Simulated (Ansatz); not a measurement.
Start from `O[SiH](Cl)Br` and change one atom or group to get `C=C[SiH](Cl)Br`.

Ansatz, PBE0-D4/def2-TZVP geometries, multiplicity 1. Each molecule was computed in one conformer, which needn't be the lowest.

Scalar relativity is left out up to krypton. Spin–orbit coupling is left out; it splits and shifts lone-pair levels of the heavy atoms by tenths of an eV.

| property | `O[SiH](Cl)Br` |
| --- | --- |
| size of the dipole moment (ωB97M-V/def2-TZVPP) / D | 1.06 |
| HOMO energy (PBE/def2-TZVPP) / eV | -7.37 |
| LUMO energy (PBE/def2-TZVPP) / eV | -0.83 |
| ideal-gas entropy at 298 K and 1 bar (rigid rotor, harmonic PBE0-D4/def2-TZVP) / J/(mol·K) | 333 |
| HOMO–LUMO gap (PBE0/def2-TZVPP) / eV | 8.83 |
| LUMO energy (PBE0/def2-TZVPP) / eV | 0.12 |

(1) Give the same properties after the change, and the shifts. (Best estimate.)

## Answers

(1) Computed: 
```json
{"property": "size of the dipole moment (ωB97M-V/def2-TZVPP) / D", "`C=C[SiH](Cl)Br`": "2.25", "shift": "1.19"}
{"property": "HOMO energy (PBE/def2-TZVPP) / eV", "`C=C[SiH](Cl)Br`": "-7.14", "shift": "0.23"}
{"property": "LUMO energy (PBE/def2-TZVPP) / eV", "`C=C[SiH](Cl)Br`": "-2.11", "shift": "-1.28"}
{"property": "ideal-gas entropy at 298 K and 1 bar (rigid rotor, harmonic PBE0-D4/def2-TZVP) / J/(mol·K)", "`C=C[SiH](Cl)Br`": "364", "shift": "31"}
{"property": "HOMO–LUMO gap (PBE0/def2-TZVPP) / eV", "`C=C[SiH](Cl)Br`": "7.23", "shift": "-1.60"}
{"property": "LUMO energy (PBE0/def2-TZVPP) / eV", "`C=C[SiH](Cl)Br`": "-1.13", "shift": "-1.25"}
```

With PBE0 the HOMO rises by 0.35 eV and the LUMO falls by 1.25 eV, so the gap narrows by about 1.60 eV. PBE moves the HOMO by 0.23 eV and ωB97M-V by 0.37 eV. The zero-point energy changes by 74.5 kJ/mol with +9 modes. Dipoles are sizes alone; their direction can turn.
